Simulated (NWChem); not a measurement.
System meant: FeHOF, quintet; SMILES [OH][Fe][F]

Here is an NWChem input.

```
start job
memory heap 200 mb stack 900 mb global 1100 mb
geometry units angstroms noautoz
  Fe     0.279954    -0.037661     0.000000
  F      0.173500    -1.774203     0.000000
  O      0.324610     1.728772     0.000000
  H      1.099554     2.302398     0.000000
end
basis spherical
  * library def2-svp
end
dft
  odft
  mult 6
  xc b3lyp
  iterations 150
  mulliken
end
task dft energy
```

End of the output:

```
                                 NWChem DFT Module
                                 -----------------

 Summary of "ao basis" -> "ao basis" (spherical)
 ------------------------------------------------------------------------------
       Tag                 Description            Shells   Functions and Types
 ---------------- ------------------------------  ------  ---------------------
 Fe                         def2-svp                11       31   5s3p2d1f
 F                          def2-svp                 6       14   3s2p1d
 O                          def2-svp                 6       14   3s2p1d
 H                          def2-svp                 3        5   2s1p

 Summary of "ao basis" -> "ao basis" (spherical)
 ------------------------------------------------------------------------------
       Tag                 Description            Shells   Functions and Types
 ---------------- ------------------------------  ------  ---------------------
 Fe                         def2-svp                11       31   5s3p2d1f
 F                          def2-svp                 6       14   3s2p1d
 O                          def2-svp                 6       14   3s2p1d
 H                          def2-svp                 3        5   2s1p

      Symmetry analysis of basis
      --------------------------

        a'         45
        a"         19

  number of electrons :                   44
  multiplicity        :                    6
 ------------------------------------------------------------------------
  no. of electrons and multiplicity not compatible                  44
 ------------------------------------------------------------------------
 ------------------------------------------------------------------------
  current input line :
    19: task dft energy
 ------------------------------------------------------------------------
 ------------------------------------------------------------------------
 There is an error in the input file
 ------------------------------------------------------------------------
 For more information see the NWChem manual at https://nwchemgit.github.io

0: no. of electrons and multiplicity not compatible:Received an Error in Communication
```

Problem. Can this run be used? If not, why, and what is the fix?

Solution. The program refused the input. Cause: the multiplicity doesn't fit the number of electrons (an even count wants an odd multiplicity, and the reverse). This input runs:
```
start job
memory heap 200 mb stack 900 mb global 1100 mb
geometry units angstroms noautoz
  Fe     0.279954    -0.037661     0.000000
  F      0.173500    -1.774203     0.000000
  O      0.324610     1.728772     0.000000
  H      1.099554     2.302398     0.000000
end
basis spherical
  * library def2-svp
end
dft
  odft
  mult 5
  xc b3lyp
  iterations 150
  mulliken
end
task dft energy
```
It converges to -1439.15944 Ha (B3LYP/def2-SVP, spin-unrestricted).
